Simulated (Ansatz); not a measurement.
Molecule: dichloro-bis(sulfanyl)silane, sum formula SiH$_{2}$S$_{2}$Cl$_{2}$, charge 0, multiplicity 1. SMILES: S[Si](S)(Cl)Cl
Geometry from a B3LYP-D3(BJ)/def2-TZVP (Ansatz, a first-principles code) optimisation:
```
Si
Cl 1 2.0503
Cl 1 2.0561 2 107.41
S 1 2.1199 2 105.31 3 -120.88
H 4 1.3459 1 93.50 2 179.38
S 1 2.1232 2 113.05 3 120.65
H 6 1.3457 1 94.50 2 -78.77
```

Parts of the frozen-core correlation energy in aug-cc-pV(D+d)Z (Ansatz, hartree). Frozen orbitals: 25; correlated occupied orbitals by spin: 16 and 16; virtual: 137 and 137. No spin-orbit coupling. No relativistic terms.

```tsv
term	value
reference (HF)	-2004.36804
MP2 opposite-spin	-0.50247
MP2 same-spin	-0.18233
CCSD correlation	-0.74382
(T)	-0.02730
T1 diagnostic	0.011
largest doubles amplitude	0.010
```
